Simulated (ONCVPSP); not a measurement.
## I, ONCV: configuration errors across variants

```
Element                 : I (Z = 53)
Generator               : ONCVPSP 4.0.1
Type                    : optimised norm-conserving Vanderbilt (ONCV)
Functional              : BLYP
Relativity              : fully relativistic
Frozen core             : [Kr]
Valence charge          : 17
Reference configuration : 4d10 5s2 5p5
Partial waves           : 5s: rc 1.60 bohr, ncon 4, nbas 9, qcut 3.6 1/bohr, 3 projectors, debl 0.7 Ha; 5p: rc 1.90 bohr, ncon 4, nbas 8, qcut 4.4 1/bohr, 1 projector; 4d: rc 1.20 bohr, ncon 4, nbas 9, qcut 12.7 1/bohr, 1 projector
Local potential         : polynomial inside 0.85 bohr (lpopt 2, dvloc0 0 Ha)
Core correction         : none
```

Open shells are filled in proportion to 2j + 1.

All-electron excitation energies from the reference (eV): (1) 4d10 5s2 5p4 10.986; (2) 4d10 5s2 5p3 30.709; (3) 4d10 5s2 5p2 59.965.

A true bound ghost makes a file unfit for plane-wave use even where its test errors are small: the radial tests pick states by their node count and pass the ghost by.

Errors AE − PS in meV (a dash: test not solved or not reliable):

```json
{"change": "base", "(1)": "+1.2", "(2)": "+7.8", "(3)": "+28", "bound ghosts": "s, p3/2, p1/2", "GHOST(+) flags above zero": "s"}
{"change": "d: qcut 9.3", "(1)": "+1.2", "(2)": "+7.8", "(3)": "+28", "bound ghosts": "s, p3/2, p1/2", "GHOST(+) flags above zero": "s"}
{"change": "d: qcut 11.5", "(1)": "+1.2", "(2)": "+7.8", "(3)": "+28", "bound ghosts": "s, p3/2, p1/2", "GHOST(+) flags above zero": "s"}
{"change": "d: qcut 13.1", "(1)": "+1.2", "(2)": "+7.8", "(3)": "+28", "bound ghosts": "s, p3/2, p1/2", "GHOST(+) flags above zero": "s"}
{"change": "d: qcut 14.7", "(1)": "+1.2", "(2)": "+7.8", "(3)": "+28", "bound ghosts": "s, p3/2, p1/2", "GHOST(+) flags above zero": "s"}
{"change": "d: qcut 16.8", "(1)": "+1.2", "(2)": "+7.8", "(3)": "+28", "bound ghosts": "s, p3/2, p1/2", "GHOST(+) flags above zero": "s"}
{"change": "d: qcut 19.1", "(1)": "+1.2", "(2)": "+7.8", "(3)": "+28", "bound ghosts": "s, p3/2, p1/2", "GHOST(+) flags above zero": "s"}
```

Give the same row for: d: qcut 7.9.

+1.2, +7.9, +28; bound ghosts: s, p3/2, p1/2; GHOST(+) flags above zero: s.
